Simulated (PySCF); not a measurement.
**Electron affinity of Co by level of theory**

Co⁻ [Ar] 3d8 4s2 (3F) → Co [Ar] 3d7 4s2 (4F), as a difference of total energies. Calculation: PySCF 2.14, in x2c-TZVPPall with one added diffuse shell each of s, p, d, f type (7s6p5d3f1g, 80 functions); the spin-free X2C one-electron Hamiltonian (Gaussian nucleus). Correlated levels: valence: [Ar] frozen; valence and next inner shell: [Ne] frozen. The calculations carry no spin-orbit coupling.

```tsv
method	electron affinity (eV)
UHF	-2.057
LDA	1.737
PBE0	0.663
r2SCAN	1.036
r2SCANh	0.793
M06-2X	0.235
TPSS	1.100
MP2 (valence)	0.474
SCS-MP2 (valence)	0.334
MP2 (valence and next inner shell)	0.996
SCS-MP2 (valence and next inner shell)	0.696
```

Problem. Estimate what PBE gives.

Solution. 1.412 eV, closest to TPSS among the rows shown.

Problem. Estimate what wB97X gives.

Solution. 0.745 eV, closest to r2SCANh among the rows shown.

A first-order spin-orbit estimate (lowest level to lowest level, LS coupling) adds -0.009 eV.

Errors of the correlated levels include the incompleteness of this basis and the frozen core.

A negative affinity means that the anion lies above the atom at that level of theory.

In the anion the highest occupied orbital energy is positive at LDA, PBE, PBE0, r2SCAN, r2SCANh, M06-2X, TPSS, a self-interaction effect; the basis confines that electron, and the energy difference can still be sensible.

For comparison: 0.662 eV (measured; photodetachment measurements, as compiled on the Wikipedia data page of electron affinities).
